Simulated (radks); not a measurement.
Q: Coherent X-ray form factor from a spherical all-electron density. Method: Dirac Kohn-Sham, PBE, spin-unpolarised, spherical densities, finite nucleus; Fermi nuclear charge, rms radius of each element as measured or else 0.836 A^(1/3) + 0.57 fm; computed with a radial shooting solver on a logarithmic mesh with Libxc functionals.

sin(theta)/lambda (1/angstrom),f0 (electrons)
0.05,69.995
0.1,67.436
0.15,64.172
0.2,60.747
0.25,57.339
0.3,53.994
0.4,47.681
0.5,42.141
0.6,37.429
0.8,29.977
1,24.511
1.25,19.889
1.5,17.010
2,13.474

The species is in the configuration that NIST lists as its ground one. Which atom or ion scatters so?

A: The hafnium ion Hf+, [Xe] 4f14 5d1 6s2. Extrapolating in s^2 from the first two rows gives f0(0) = 70.8, near the electron count 71; among species with that count, the fall with angle is slower the higher Z, and the table is that of Z = 72; from so few rows the species is fixed only to a neighbour or two.
